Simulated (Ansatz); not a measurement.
Cost and result up the ladder for (MgS)4 ring (Mg₄S₄) (8 atoms). Charge 0, multiplicity 1. Geometry: PBE0-D4/def2-SVP.

```xyz
8

Mg    2.4562   -0.2079   -0.2490
Mg   -0.2841   -2.3084   -0.8720
Mg   -2.4562    0.2076    0.2498
Mg    0.2841    2.3087    0.8712
S     1.9990   -2.3102   -1.0300
S    -2.5207   -1.9282   -0.5702
S    -1.9991    2.3105    1.0291
S     2.5208    1.9279    0.5711
```

Ansatz on 4 threads of Arm Neoverse V2 on a shared host. Times are rough, and most runs start from the orbitals of an earlier one. ωB97M-V/def2-TZVP serves as the yardstick here, not as an exact answer. Differences are given only for rows in sets of like size (and for xTB, whose basis is part of the method), since another set adds its own error. Binding counts from free atoms at the same level (Mg singlet, S triplet; other spins of the atoms weren't run), without zero-point energy or a counterpoise term.

LC-ωPBE has ω = 0.4 bohr⁻¹. Correlated methods freeze 24 core orbitals; core or outer-core shells of Mg are correlated, in sets that lack core-valence functions. The rows differ in basis, and correlated rows in double-zeta sets carry the largest basis error. Another isomer (singlet) lies 1.95 eV lower at PBE0-D4/def2-TZVP; other spin states weren't run for this one.

Correlated methods converge slowly with the basis, most of all in double-zeta sets.

```csv
level,functions,wall time,binding energy per atom (eV),difference from ωB97M-V/def2-TZVP (eV)
HF/STO-3G,72,0.35 s,3.02,–
PBE-D4/def2-SVP,144,2.6 s,2.86,–
PBE0-D4/def2-SVP,144,3.9 s,2.82,–
PBE-D4/def2-TZVP (with forces),276,5.5 s,2.83,0.07
LC-ωPBE/def2-TZVP,276,7 s,2.79,0.04
MP2/def2-TZVP,276,8 s,2.80,0.05
PBE0-D4/def2-TZVP,276,9.5 s,2.80,0.04
r2SCAN-D4/def2-TZVP,276,12 s,2.93,0.17
r2SCAN0-D4/def2-TZVP,276,16 s,2.85,0.10
ωB97M-V/def2-TZVP,276,25 s,2.75,0.00
CCSD(T)/def2-SVP,144,44 s,2.51,–
```
